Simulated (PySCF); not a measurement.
# Two-component Hartree-Fock for Al (aluminium, neutral)

Start: [Ne] 3s1 3p1 4s1; 3s1/2 filled at m_j = +1/2; 3p3/2 filled at m_j = +3/2; 4s1/2 filled at m_j = +1/2. Calculated with PySCF 2.14 in x2c-TZVPall-2c with one added diffuse shell each of s, p type (6s7p2d1f, 44 functions): generalised Hartree-Fock with the X2C-1e Hamiltonian and a Gaussian nucleus; one run each with spin-orbit coupling (SO) switched off, then screened by Boettger's factors. This is a chosen level, not necessarily the ground level.

```
spinor shell  electrons  ε, spin-free (eV)  ε, screened SO (eV)  weight of nominal j (screened SO)  rms radius, screened SO (bohr)
       1s1/2          2            -1600.4              -1600.4                              1.000                           0.139
       2s1/2          2            -139.19              -139.20                              1.000                           0.676
       2p3/2          4            -92.744              -92.594                              0.932                           0.673
       2p1/2          2            -92.744              -93.061                              0.864                           0.673
       3s1/2          1            -16.523              -16.524                              0.999                            2.53
       3p3/2          1             -9.808               -9.800                              1.000                            3.15
       4s1/2          1             -2.743               -2.744                              1.000                            7.18
```

| quantity | spin-free | screened SO |
| --- | --- | --- |
| E (hartree) | -242.07155 | -242.07143 |
| M_J | 5/2 | 5/2 |
| ⟨J²⟩ | 8.757 | 8.757 |
| ⟨L²⟩ | 2.007 | 2.007 |
| ⟨S²⟩ | 3.750 | 3.750 |

Each row is a mean over spinors that exchange with the open shell spreads, by up to 0.948 eV (2p3/2).

Rows whose weight is well below 1 are mixtures of j = l ± 1/2: exchange outweighs spin-orbit coupling there, and the label is only the starting occupation.

Without spin-orbit coupling the j labels of p, d and f shells carry no meaning; the spin-free column gives the mean over the occupied spinors of each nl shell.
